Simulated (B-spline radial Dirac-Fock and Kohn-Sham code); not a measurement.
## Relativistic shifts of the levels of Co¹⁴⁺

System: the Co¹⁴⁺ ion in the configuration [Ne] 3s2 3p1.

Both columns are ΔSCF binding energies of the configuration average from a radial atomic solver: non-relativistic Hartree-Fock with a point nucleus, and Dirac-Fock with a finite nucleus and the Coulomb interaction alone, averaged over the two j levels with weights 2j+1.

```csv
shell,Hartree-Fock (eV),Dirac-Fock (eV),shift (eV),shift (%)
1s,8135.6,8213.3,+77.64,+0.95
2s,1383.0,1400.2,+17.23,+1.25
2p,1254.0,1257.7,+3.72,+0.30
3s,471.4,475.5,+4.09,+0.87
3p,439.4,440.7,+1.26,+0.29
```

Relativity binds 1s, 2s, 2p, 3s, 3p more strongly, among those listed most of all 2s in relative terms.

Values without a named source are computed, but for edge energies of neutral atoms, which are taken from tables.
